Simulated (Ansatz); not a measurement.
C$_{2}$H$_{8}$BN, SMILES `CBCN`. Total charge 0; spin multiplicity 1.

Z-matrix (Å, degrees):
```
C
B 1 1.557
H 1 1.092 2 115.2
H 1 1.100 2 107.2 3 -119.7
H 1 1.094 2 112.2 3 125.9
C 2 1.555 1 121.9 3 6.6
H 2 1.205 1 118.9 3 -171.7
N 6 1.451 2 116.5 1 166.8
H 6 1.099 2 109.3 1 41.5
H 6 1.114 2 102.1 1 -67.8
H 8 1.011 6 110.9 2 41.7
H 8 1.011 6 112.2 2 162.3
```

**Question.** List the harmonic frequencies (cm⁻¹, unscaled) at PBE0-D4/def2-TZVP in Ansatz. (Estimate.)

**Answer.** The calculation gave: 85, 131, 219, 249, 399, 485, 651, 752, 812, 945, 1002, 1029, 1106, 1131, 1207, 1258, 1320, 1381, 1442, 1448, 1461, 1658, 2558, 2862, 3021, 3029, 3085, 3125, 3537, 3622.

**Question.** Is this a minimum?

**Answer.** Yes, all 30 modes are real.

**Question.** Give the ideal-gas thermochemistry at 298.15 K and 1 bar (rigid rotor, harmonic oscillator; point group C1, symmetry number 1).

**Answer.** Zero-point energy 269.2 kJ/mol; H(298) − E = 288.4 kJ/mol; entropy 317.7 J/(mol·K), of which translation 159.3, rotation 102.1, vibration 56.3; G(298) − E = 193.7 kJ/mol. Modes under 100 cm⁻¹ are hindered rotations or soft bends, so the harmonic entropy is rough.

**Question.** And at 400, 500, 600, 800 and 1000 K?

**Answer.** 
```
T (K)  H − E (kJ/mol)  S (J/mol/K)  G − E (kJ/mol)
  400           299.4        349.3           159.7
  500           312.4        378.1           123.3
  600           327.2        405.1            84.2
  800           361.4        454.0            -1.9
 1000           400.2        497.2           -97.1
```

**Question.** Rotational constants (cm⁻¹)?

**Answer.** 0.9719, 0.1159, 0.1084.
